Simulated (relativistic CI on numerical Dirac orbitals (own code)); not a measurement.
**Forbidden transitions in Pt LXX**

Method of calculation: Dirac-Coulomb-Breit CI, separate exchange-only KLI orbitals for each configuration, model QED (radiative potential, 1s self-energy scaled to tabulated hydrogen-like ionisation energies), unscaled Slater integrals (own radial code, finite nucleus).

Configuration list (outside the closed core 1s2): 2s2.2p5, 2s.2p6, 2p6.3s, 2s2.2p4.3s, 2p6.3p, 2s2.2p4.3p, 2p6.3d, 2s2.2p4.3d, 2s.2p5.3s, 2s.2p5.3p, 2s.2p5.3d, 2s2.2p4.4s, 2s2.2p4.4p, 2s2.2p4.4d, 2s2.2p4.4f, 2s2.2p3.3s2, 2s2.2p3.3s.3p, 2s.2p5.4s, 2s2.2p4.5s, 2s2.2p3.3s.3d, 2s2.2p4.5p, 2s.2p5.4p, 2s2.2p3.3p2, 2s2.2p4.5d, 2s2.2p4.5f, 2s2.2p4.5g, 2s.2p5.4d, 2s.2p5.4f, 2s2.2p3.3p.3d, 2s.2p4.3s2, 2s2.2p3.3d2, 2s.2p4.3s.3p, 2s.2p4.3s.3d, 2s.2p4.3p2, 2s.2p5.5s, 2s.2p4.3p.3d. Levels of other configurations are missing.

| λ vac (Å) | Lower | Upper | Type | A (s⁻¹) | E lower (Ry) | E upper (Ry) |
| --- | --- | --- | --- | --- | --- | --- |
| 0.8137 | 2s2.2p5 2P°_1/2 [2] | 2s2.2p4.5f 2P°_3/2 [336] | E2 | 8.21e+12 | 130.46 | 1250.37 |
| 0.8147 | 2s2.2p5 2P°_1/2 [2] | 2s2.2p4.5f 2F°_5/2 [322] | E2 | 4.73e+12 | 130.46 | 1248.99 |
| 0.8154 | 2s2.2p5 2P°_3/2 [1] | 2s2.2p4.5f 2D°_5/2 [185] | E2 | 6.56e+12 | 0.00 | 1117.64 |
| 0.8154 | 2s2.2p5 2P°_3/2 [1] | 2s2.2p4.5f 2F°_7/2 [184] | E2 | 5.51e+12 | 0.00 | 1117.61 |
| 0.9028 | 2s2.2p5 2P°_1/2 [2] | 2s2.2p4.4f 2P°_3/2 [237] | E2 | 1.14e+13 | 130.46 | 1139.81 |
| 0.9040 | 2s2.2p5 2P°_1/2 [2] | 2s2.2p4.4f 2F°_5/2 [233] | E2 | 8.22e+12 | 130.46 | 1138.46 |
| 0.9048 | 2s2.2p5 2P°_3/2 [1] | 2s2.2p4.4f 2D°_5/2 [125] | E2 | 9.19e+12 | 0.00 | 1007.16 |
| 0.9048 | 2s2.2p5 2P°_3/2 [1] | 2s2.2p4.4f 2F°_7/2 [123] | E2 | 7.89e+12 | 0.00 | 1007.10 |
| 0.9091 | 2s.2p6 2S_1/2 [3] | 2s.2p5.4f 2D_3/2 [273] | E2 | 1.16e+13 | 168.79 | 1171.14 |
| 0.9782 | 2s2.2p5 2P°_3/2 [1] | 2s.2p5.3d 2D°_5/2 [84] | E2 | 8.06e+12 | 0.00 | 931.59 |
| 0.9789 | 2s2.2p5 2P°_3/2 [1] | 2s.2p5.3d 2F°_7/2 [83] | E2 | 1.08e+13 | 0.00 | 930.95 |
| 0.9800 | 2s.2p6 2S_1/2 [3] | 2p6.3d 2D_5/2 [147] | E2 | 1.29e+13 | 168.79 | 1098.64 |
| 0.9803 | 2s2.2p5 2P°_1/2 [2] | 2s.2p5.3d 2P°_3/2 [144] | E2 | 1.78e+13 | 130.46 | 1060.05 |
| 0.9804 | 2s2.2p5 2P°_1/2 [2] | 2s.2p5.3d 2F°_5/2 [143] | E2 | 1.38e+13 | 130.46 | 1059.90 |
| 0.9853 | 2s2.2p5 2P°_3/2 [1] | 2s.2p5.3d 2D°_5/2 [80] | E2 | 1.12e+13 | 0.00 | 924.88 |
| 0.9853 | 2s2.2p5 2P°_3/2 [1] | 2s.2p5.3d 4D°_7/2 [79] | E2 | 6.45e+12 | 0.00 | 924.87 |
| 0.9882 | 2s2.2p5 2P°_3/2 [1] | 2s.2p5.3d 2P°_1/2 [76] | E2 | 1.15e+13 | 0.00 | 922.16 |
| 0.9893 | 2s.2p6 2S_1/2 [3] | 2p6.3d 2D_3/2 [146] | E2 | 1.26e+13 | 168.79 | 1089.95 |
| 0.9903 | 2s2.2p5 2P°_1/2 [2] | 2s.2p5.3d 2F°_5/2 [138] | E2 | 7.66e+12 | 130.46 | 1050.66 |
| 0.9953 | 2s2.2p5 2P°_3/2 [1] | 2s.2p5.3d 2F°_7/2 [73] | E2 | 8.32e+12 | 0.00 | 915.58 |

Terms are leading LS components. Brackets give the number of a level in order of energy, since labels repeat. The list gives strong lines, with weight on those to low levels, among the lowest 384 of 1520 levels, so that lines to higher ones, which can be the strongest, are missing. Levels whose partners in the same complex of configurations lie outside the list can be far off, and so can their lines. Rates are taken at the computed energies, electric ones in the length gauge.

At this charge energies of transitions that change n are usually good to better than 1 %, and those within a shell (Δn = 0) to a few per cent.

LS names give the leading component of a level, which can be under half, so a name can repeat, a term be missing and a line seem to break the LS rules.
